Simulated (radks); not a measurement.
Problem. Species: I+. Configuration: [Kr] 4d10 5s2 5p4 (the NIST ground configuration). All-electron calculation, scalar-relativistic Kohn-Sham, PBEsol, spin-polarised, spherical densities, point nucleus; open shells are filled with parallel spins first (spin-orbit coupling, left out, can overturn this in heavy ions). Program: a radial shooting solver on a logarithmic mesh with Libxc functionals. Some entries of the table are withheld. Estimate them.

| orbital | occ. | eigenvalue (hartree) | <r> (bohr) | <1/r> (bohr^-1) |
|---|---|---|---|---|
| 1s up | 1 | -1211.931 | 0.02723 | 56.82 |
| 1s down | 1 | -1211.928 | 0.02723 | 56.82 |
| 2s up | 1 | -187.5537 | 0.1172 | 13.02 |
| 2s down | 1 | -187.5524 | 0.1172 | 13.02 |
| 2p up | 3 | -168.3981 | 0.1025 | 12.45 |
| 2p down | 3 | -168.3960 | 0.1025 | 12.45 |
| 3s up | 1 | -38.12575 | 0.3143 | 4.665 |
| 3s down | 1 | -38.12347 | 0.3143 | 4.665 |
| 3p up | 3 | -31.91933 | 0.3123 | 4.436 |
| 3p down | 3 | -31.91677 | 0.3123 | 4.436 |
| 3d up | 5 | -22.61842 | 0.2887 | 4.199 |
| 3d down | 5 | -22.61599 | 0.2887 | 4.199 |
| 4s up | 1 | -6.97862 | 0.7400 | 1.888 |
| 4s down | 1 | -6.97353 | 0.7400 | 1.887 |
| 4p up | 3 | (1) | 0.7923 | 1.728 |
| 4p down | 3 | (2) | 0.7919 | 1.728 |
| 4d up | 5 | -2.19740 | 0.9224 | 1.440 |
| 4d down | 5 | -2.18859 | 0.9191 | 1.444 |
| 5s up | 1 | -0.98832 | 1.922 | 0.6772 |
| 5s down | 1 | -0.93697 | 1.916 | 0.6819 |
| 5p up | 3 | -0.58734 | 2.308 | 0.5565 |
| 5p down | 1 | -0.53399 | 2.330 | 0.5539 |

Solution. 
(1) 4p up eigenvalue (hartree): -5.03262
(2) 4p down eigenvalue (hartree): -5.02724
